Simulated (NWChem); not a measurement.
CH$_{5}$FOSi; SMILES FC[SiH2]O

```xyz
9

O     -0.9641     1.4438    -0.2782
Si     0.4773     0.7196     0.1356
C      0.5082    -1.1029    -0.4048
F     -0.5299    -1.7635     0.2837
H     -1.7585     1.0453     0.1050
H      1.5359     1.4794    -0.5757
H      0.7168     0.7434     1.6057
H      1.4570    -1.6002    -0.1587
H      0.3351    -1.2285    -1.4819
```
Atoms are numbered in this order, from 1.

Results from NWChem. Pople sets run with spherical d functions. Structure relaxed at the B3LYP/6-31G* (spherical d) level. Static field.

Q: What does the run give for B3LYP/6-31+G*? Quantities: isotropic polarisability (bohr³); anisotropy (bohr³).

A: The isotropic polarisability (bohr³) is 40.7 and the anisotropy (bohr³) is 3.5.
